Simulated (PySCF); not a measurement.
# One molecule, several mistakes: BCF2H4 anion

Calculated results; nothing here was measured. They come from PySCF 2.14.0, an open-source quantum chemistry program, on an isolated molecule that a program drew, which may never have been made. The molecule is BCF2H4 anion (charge -1, singlet), drawn as the SMILES string `C[BH-](F)F`.

Each row is a Hartree-Fock (HF) and frozen-core CCSD(T) single point in the aug-cc-pVDZ basis, meant for a local HF minimum. Run 1 is clean. Each other run has one planted mistake out of seven kinds, and not every kind appears here: one electron removed, one electron added, multiplicity raised by two, geometry at a saddle point, minimal basis STO-3G, one bond length entered in bohr, all coordinates scaled. The reference is restricted for singlets and unrestricted otherwise, and also for a bond in bohr. Adding or removing an electron swaps singlet and doublet. Electrons count all cores. HOMO and LUMO are orbital energies over both spins, the gradient is its largest component, and the lowest frequency (negative if imaginary) is given only where the gradient is small. Bond lengths are over the 7 bonds as drawn. T1 is the CCSD diagnostic: over 0.02 (restricted) or 0.045 (unrestricted) a single reference is doubtful.

Geometry of the clean run:
```xyz
8
BCF2H4 anion, angstrom
C    -0.8382   -0.3074    0.2280
B     0.1605    0.8503    0.7975
F     1.5396    0.4335    0.6379
F    -0.0571    1.0331    2.2190
H    -1.8926   -0.0304    0.3599
H    -0.6785   -1.2606    0.7508
H    -0.6779   -0.4867   -0.8434
H     0.0057    1.9487    0.2247
```

| run | electrons | basis functions | <S^2> | HOMO (eV) | LUMO (eV) | gradient (hartree/bohr) | lowest frequency (cm^-1) | mean bond (Å) | longest bond (Å) | T1 | HF (hartree) | CCSD(T) (hartree) | mistake |
|---|---|---|---|---|---|---|---|---|---|---|---|---|---|
| 1 | 34 | 128 | 0.000 | -5.40 | 4.02 | 4.4e-05 | 214 | 1.2963 | 1.632 | 0.0138 | -263.91786 | -264.64621 | no fault |
| 2 | 34 | 128 | 0.578 | -1.85 | 3.88 | 2.9e-02 | - | 1.5037 | 3.083 | 0.0588 | -263.79260 | -264.52605 | one bond length entered in bohr |
| 3 | 34 | 128 | 2.021 | 0.63 | 0.99 | 1.1e-01 | - | 1.2963 | 1.632 | 0.0322 | -263.74415 | -264.46101 | multiplicity raised by two |
| 4 | 34 | 24 | 0.000 | -1.06 | 23.91 | 4.2e-02 | - | 1.2963 | 1.632 | 0.0070 | -260.15211 | -260.30384 | ? |

**Which mistake was planted in run 4, and what did it cost?**

It has 24 basis functions where the clean run has 128, with the same electrons and geometry. So the mistake is: minimal basis STO-3G. Subtracting run 1 and multiplying by 627.51 kcal/mol a hartree, the energy moved by 2363.0 kcal/mol in HF and 2724.9 kcal/mol in CCSD(T).

Cautions from the logs. Run 2: T1 is over the limit, so its CCSD(T) energy is less reliable; run 3: the HOMO is above zero, so the electron isn't bound and the energy depends on the basis.
